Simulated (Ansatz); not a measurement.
`[GeH3][CH2][TeH]` + `[NH2][AlH][SiH2]O` → `[NH2][AlH][SiH2][TeH]` + `O[CH2][GeH3]`  (redistribution)

Calculated with Ansatz (gas phase, PBE0-D4/def2-TZVP geometries, no zero-point term in ΔE). CBS: MP2 limit from def2 TZ/QZ plus the TZ coupled-cluster correction, frozen cores. DFT in def2-TZVPP. B3LYP here is the variant with VWN-RPA as its local correlation; programs differ in this. def2 core potentials past Kr. For Ge, Te outer-core shells are correlated without core-valence functions, which leaves a few kJ/mol of doubt a bond. Scalar relativity is left out up to krypton. Each species was taken in one conformer, which may not be the lowest.

```json
{"level": "PBE-D4", "ΔE (kJ/mol)": "56.4", "difference from CCSD(T)/CBS": "-20.9"}
{"level": "r2SCAN-D4", "ΔE (kJ/mol)": "65.9", "difference from CCSD(T)/CBS": "-11.4"}
{"level": "PBE0-D4", "ΔE (kJ/mol)": "58.1", "difference from CCSD(T)/CBS": "-19.2"}
{"level": "B3LYP-D4", "ΔE (kJ/mol)": "70.0", "difference from CCSD(T)/CBS": "-7.3"}
{"level": "ωB97X-V", "ΔE (kJ/mol)": "69.1", "difference from CCSD(T)/CBS": "-8.2"}
{"level": "ωB97M-V", "ΔE (kJ/mol)": "70.7", "difference from CCSD(T)/CBS": "-6.6"}
{"level": "B2PLYP", "ΔE (kJ/mol)": "75.9", "difference from CCSD(T)/CBS": "-1.4"}
{"level": "PBE", "ΔE (kJ/mol)": "56.4", "difference from CCSD(T)/CBS": "-20.9"}
{"level": "r2SCAN", "ΔE (kJ/mol)": "66.0", "difference from CCSD(T)/CBS": "-11.3"}
{"level": "PBE0", "ΔE (kJ/mol)": "58.3", "difference from CCSD(T)/CBS": "-19.0"}
{"level": "B3LYP", "ΔE (kJ/mol)": "70.0", "difference from CCSD(T)/CBS": "-7.3"}
{"level": "HF/def2-TZVPP", "ΔE (kJ/mol)": "75.3", "difference from CCSD(T)/CBS": "-2.0"}
{"level": "MP2/def2-TZVPP", "ΔE (kJ/mol)": "82.8", "difference from CCSD(T)/CBS": "5.5"}
{"level": "SCS-MP2/def2-TZVPP", "ΔE (kJ/mol)": "84.0", "difference from CCSD(T)/CBS": "6.7"}
{"level": "CCSD/def2-TZVPP", "ΔE (kJ/mol)": "77.4", "difference from CCSD(T)/CBS": "0.1"}
{"level": "CCSD(T)/def2-TZVPP", "ΔE (kJ/mol)": "76.8", "difference from CCSD(T)/CBS": "-0.5"}
{"level": "HF/def2-QZVPP", "ΔE (kJ/mol)": "77.5", "difference from CCSD(T)/CBS": "0.2"}
{"level": "MP2/def2-QZVPP", "ΔE (kJ/mol)": "83.8", "difference from CCSD(T)/CBS": "6.5"}
{"level": "SCS-MP2/def2-QZVPP", "ΔE (kJ/mol)": "84.9", "difference from CCSD(T)/CBS": "7.6"}
{"level": "HF/CBS(def2)", "ΔE (kJ/mol)": "77.8", "difference from CCSD(T)/CBS": "0.5"}
{"level": "MP2/CBS(def2)", "ΔE (kJ/mol)": "83.2", "difference from CCSD(T)/CBS": "5.9"}
{"level": "CCSD/CBS(def2)", "ΔE (kJ/mol)": "77.8", "difference from CCSD(T)/CBS": "0.5"}
{"level": "CCSD(T)/CBS", "ΔE (kJ/mol)": "77.3", "difference from CCSD(T)/CBS": "0"}
```

Largest T1 diagnostic among the species: 0.012.
